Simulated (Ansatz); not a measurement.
A nudged elastic band was laid between two geometries of H4InNO (7 atoms, charge 0, multiplicity 1).

All numbers below come from RKS PBE-D4/def2-TZVP in Ansatz 0.2.0.

```
movable images  : 7
climbing image  : yes
spring          : 5.0 eV/Å²
optimiser       : quadratic models (default)
start path      : through a guess of the saddle point
force threshold : 0.05 eV/Å
iteration limit : 60
end points      : relaxed
```

Image 0:

```xyz
7
Properties=species:S:1:pos:R:3
N -0.903 0.785 -0.976
In 0.069 0.074 0.660
O 1.513 -1.158 -0.026
H -0.820 0.197 -1.805
H -1.875 1.067 -0.861
H -0.067 0.508 2.312
H 2.082 -1.473 0.696
```

Image 8:

```xyz
7
Properties=species:S:1:pos:R:3
N -1.179 0.422 -0.905
In 0.072 0.077 0.658
O 1.521 -1.150 -0.027
H -0.754 0.285 -1.822
H -1.701 1.296 -0.905
H -0.072 0.503 2.312
H 2.114 -1.432 0.689
```

Q: Which bonds break or form, and what moves?

A: No bond is made or broken. The height of N1 over the plane of its neighbours goes from 0.31 to -0.31 Å. The two ends are copies of one structure, up to a mirror image or an exchange of like atoms.

Q: What energy profile does the band end with?

A: It converged. The highest image is number 3 of 0 to 8, 2.1 kJ/mol above the ends, which have the same energy within 2 meV. A vibrational analysis at the climbing image gives one clearly imaginary mode, 292i cm⁻¹: a first-order saddle point.

| image | path coordinate (Å) | energy (kJ/mol) | height of N1 over the plane of its neighbours (Å) |
| --- | --- | --- | --- |
| 0 | 0.00 | 0.0 | 0.31 |
| 1 | 0.10 | 0.5 | 0.23 |
| 2 | 0.20 | 1.6 | 0.12 |
| 3 | 0.30 | 2.1 | 0.00 |
| 4 | 0.37 | 2.0 | -0.07 |
| 5 | 0.43 | 1.4 | -0.14 |
| 6 | 0.49 | 0.7 | -0.21 |
| 7 | 0.55 | 0.1 | -0.27 |
| 8 | 0.61 | 0.0 | -0.31 |

Q: What is the geometry of the highest image?

A: 
```xyz
7
Properties=species:S:1:pos:R:3
N -1.018 0.590 -0.917
In 0.089 0.063 0.673
O 1.535 -1.158 -0.023
H -0.807 0.252 -1.849
H -1.824 1.203 -0.895
H -0.086 0.508 2.313
H 2.112 -1.459 0.698
```

Q: What are the harmonic wavenumbers there?

A: 292i, 128, 291, 338, 394, 429, 561, 611, 672, 801, 1485, 1810, 3509, 3625, 3728 cm⁻¹.

Time of the run: 56 s on 2 threads of Intel(R) Xeon(R) 6975P-C (Granite Rapids), on a shared host, peak memory 0.23 GiB.
